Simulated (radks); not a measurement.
The numbers below are computed, except where a source is named.
Ag III, 45 electrons, occupied as [Ar] 3d10 4s2 4p5.75 4d9 5p0.25 (fractional occupations, a model configuration). Code: a radial shooting solver on a logarithmic mesh with Libxc functionals. Model: Dirac Kohn-Sham, PBE, spin-unpolarised, spherical densities, point nucleus; open shells are shared between the two j in proportion to 2j + 1. Some entries of the table are withheld. Estimate them.

orbital       occ.  eigenvalue (hartree)  r(max) (bohr)
1s1/2            2             -931.2666        0.02015
2s1/2            2             -137.8684         0.1141
2p1/2            2             -128.1826        0.08819
2p3/2            4             -121.7391        0.09244
3s1/2            2             -26.02994            (1)
3p1/2            2             -22.17751         0.3192
3p3/2            4             -21.04023         0.3291
3d3/2            4             -14.22228         0.2722
3d5/2            6             -13.99325         0.2750
4s1/2            2              -4.39219         0.8219
4p1/2      1.91667              -3.17482            (2)
4p3/2      3.83333              -2.98501            (3)
4d3/2          3.6              -1.13357          1.014
4d5/2          5.4              -1.11033          1.024
5p1/2    0.0833333              -0.56094          2.592
5p3/2     0.166667              -0.54406          2.671

Answer. 
(1) 3s1/2 r(max) (bohr): 0.3328
(2) 4p1/2 r(max) (bohr): 0.8584
(3) 4p3/2 r(max) (bohr): 0.8830
